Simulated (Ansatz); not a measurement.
C₄H₉F₂Ga (`CC(C)[CH2][Ga]([F])[F]`). Charge 0, multiplicity 1.

```xyz
16

C     0.539   -1.491    0.343
C     0.551   -0.287   -0.586
C    -0.703   -0.245   -1.446
C     0.740    1.014    0.190
Ga   -0.686    1.401    1.465
F    -0.708    2.807    2.507
F    -2.117    0.430    1.751
H     0.484   -2.424   -0.223
H     1.440   -1.529    0.961
H    -0.332   -1.462    1.007
H     1.416   -0.385   -1.255
H    -0.697    0.615   -2.121
H    -1.601   -0.185   -0.821
H    -0.792   -1.147   -2.056
H     1.671    1.009    0.765
H     0.795    1.878   -0.480
```

Question: What are the harmonic wavenumbers in cm⁻¹ at PBE0-D4/def2-TZVP (Ansatz, finite differences of forces, unscaled)? (An estimate is asked.)

Answer: Ansatz gave: 20, 85, 89, 161, 170, 207, 253, 272, 349, 369, 471, 601, 683, 690, 727, 820, 933, 975, 990, 1045, 1058, 1209, 1221, 1227, 1342, 1359, 1400, 1413, 1438, 1477, 1491, 1500, 1503, 3014, 3032, 3036, 3057, 3101, 3104, 3109, 3121, 3124.

Question: Is this a minimum?

Answer: Yes, all 42 modes are real.

Question: Give the ideal-gas thermochemistry at 298.15 K and 1 bar (rigid rotor, harmonic oscillator; point group Cs, symmetry number 1).

Answer: Zero-point energy 330.4 kJ/mol; H(298) − E = 358.6 kJ/mol; entropy 417.6 J/(mol·K), of which translation 172.5, rotation 120.7, vibration 124.4; G(298) − E = 234.1 kJ/mol. Modes under 100 cm⁻¹ are hindered rotations or soft bends, so the harmonic entropy is rough.

Question: And at 400, 500, 600, 800 and 1000 K?

Answer: 
```
T (K)  H − E (kJ/mol)  S (J/mol/K)  G − E (kJ/mol)
  400           375.1        464.9           189.1
  500           394.2        507.4           140.5
  600           415.8        546.7            87.7
  800           464.8        617.0           -28.8
 1000           519.9        678.3          -158.5
```
